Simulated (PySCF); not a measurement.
# HoF3, valence singlet (4f shell in the core): computed properties

Level of theory: PySCF, PBE0, basis Ho lcecp-1-TZVP with ECP56, F def2-TZVP (scalar-relativistic core potentials, no spin–orbit coupling, density fitting).

The structure is a minimum.

```
Point group                                                                   : D3h
Bond lengths                                                                  : Ho–F 2.006 Å (×3)
Bond angles                                                                   : F–Ho–F 120.0° (×3)
Lowest empty level                                                            : -2.43 eV
Enthalpy at 298.15 K above 0 K                                                : 17.13 kJ/mol
Rotational symmetry number                                                    : 6
Zero-point energy                                                             : 11.9 kJ/mol
Highest occupied level                                                        : -10.41 eV
Dipole moment                                                                 : 0.00 D
Entropy at 298.15 K and 1 bar                                                 : 326.1 J/(mol K)
Rotational constants                                                          : 0.1471, 0.1471, 0.07353 cm⁻¹
Heat capacity Cp at 298.15 K                                                  : 71.7 J/(mol K)
Principal polarisabilities                                                    : 18.7, 30.2, 30.2 bohr³
Principal quadrupole moments (Buckingham, traceless) about the centre of mass : -9.30, -9.30, 18.60 D Å
```

Harmonic modes (masses in u: Ho 164.930, F 18.998):
| symmetry | ω (cm⁻¹) | IR (km/mol, summed over degenerate members) | μ (u) | type |
| --- | --- | --- | --- | --- |
| a2'' | 30 | 81.4 | 24.59 | bend |
| e' | 141 | 35.2 | 20.72 | bend |
| e' | 551 | 396 | 22.20 | stretch |
| a1' | 570 | 0.0 | 19.00 | stretch |

In D3h the vibrations span a2'' + 2e' + a1'. The a1' mode carries no infrared intensity, as symmetry demands.

Charges (e):
| atom | Mulliken | Löwdin | polar tensor | Mayer order to Ho1 |
| --- | --- | --- | --- | --- |
| Ho1 | 1.69 | 1.17 | 2.54 | – |
| F2,3,4 | -0.56 | -0.39 | -0.85 | 0.75 |

Mulliken populations on Ho1 (electrons outside its core potential): s 2.08, p 6.18, d 0.95, f 0.10.

Outer orbital energies (eV). occupied: -11.51, -11.51, -11.10, -11.10, -10.75, -10.72, -10.41, -10.41; empty: -2.43, -0.06, -0.06, 0.40.

Only a few start shapes were tried, so a lower isomer may exist. The 4f shell sits in the core potential, so its spin is not counted.

The final relaxation and frequency run took 22 s on 2 threads of a shared AMD EPYC 9R05 (Zen 5) host, with 140 basis functions and 8 gradients; the process peaked at 1.5 GiB.
